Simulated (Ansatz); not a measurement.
The cluster Pb₅⁺, 5 atoms. Hardware: 4 threads of Arm Neoverse V1 on a shared host.

In the def2 sets Pb takes a core potential; there is no spin–orbit coupling. Correlated methods freeze 20 core orbitals; core or outer-core shells of Pb are correlated, in sets that lack core-valence functions. In CCSD on the charge 1 doublet the largest single amplitude is 0.25, so its Hartree–Fock determinant may place the open shell otherwise than the density functionals do.

(1) How many basis functions does each of these Ansatz runs have, and roughly what does it cost? HF/def2-TZVP, charge 1 doublet, energy, from earlier orbitals; PBE-D4/def2-TZVP, charge 1 doublet, energy and forces, from earlier orbitals; r2SCAN-D4/def2-SVP, charge 1 doublet, relaxation, 15 steps; HSE06-D4/def2-TZVP, charge 1 doublet, energy, from earlier orbitals; r2SCAN-D4/def2-TZVP, charge 1 doublet, energy, from earlier orbitals; PBE-D4/def2-SVP, charge 1 doublet, energy, from earlier orbitals; BHLYP-D4/def2-TZVP, charge 1 doublet, energy, from earlier orbitals; CCSD(T)/def2-SVP, charge 1 doublet, energy, from earlier orbitals; MP2/def2-TZVP, charge 1 doublet, energy, from earlier orbitals; PBE-D4/def2-SVP, charge 1 doublet, energy with a search over starts; PBE0-D4/def2-TZVP, charge 1 doublet, energy, from earlier orbitals; PBE0-D4/def2-SVP, charge 1 doublet, energy, from earlier orbitals.

## Answers

(1) Other jobs shared the machine, so times can vary by a factor of up to 3. A dash marks memory too small to be measured apart from the calling script's.

| run | functions | fitting or Cholesky vectors | wall time | peak host memory (GiB) |
| --- | --- | --- | --- | --- |
| PBE-D4/def2-SVP, charge 1 doublet, energy, from earlier orbitals | 130 | 1480 | 5.5 s | – |
| PBE0-D4/def2-SVP, charge 1 doublet, energy, from earlier orbitals | 130 | 1735 | 9.5 s | 0.73 |
| PBE-D4/def2-TZVP, charge 1 doublet, energy and forces, from earlier orbitals | 250 | 1910 | 12 s | 0.55 |
| PBE-D4/def2-SVP, charge 1 doublet, energy with a search over starts | 130 | 1480 | 24 s | – |
| HSE06-D4/def2-TZVP, charge 1 doublet, energy, from earlier orbitals | 250 | 2150 | 36 s | 1.5 |
| HF/def2-TZVP, charge 1 doublet, energy, from earlier orbitals | 250 | 2455 | 45 s | 1.4 |
| MP2/def2-TZVP, charge 1 doublet, energy, from earlier orbitals | 250 | 2455 | 50 s | 1.4 |
| r2SCAN-D4/def2-TZVP, charge 1 doublet, energy, from earlier orbitals | 250 | 1910 | 70 s | 1.2 |
| PBE0-D4/def2-TZVP, charge 1 doublet, energy, from earlier orbitals | 250 | 2150 | 1.8 min | 1.5 |
| r2SCAN-D4/def2-SVP, charge 1 doublet, relaxation, 15 steps | 130 | 1480 | 2.2 min | – |
| BHLYP-D4/def2-TZVP, charge 1 doublet, energy, from earlier orbitals | 250 | 2475 | 2.3 min | 1.6 |
| CCSD(T)/def2-SVP, charge 1 doublet, energy, from earlier orbitals | 130 | 1735 | 4.2 min | 3 |
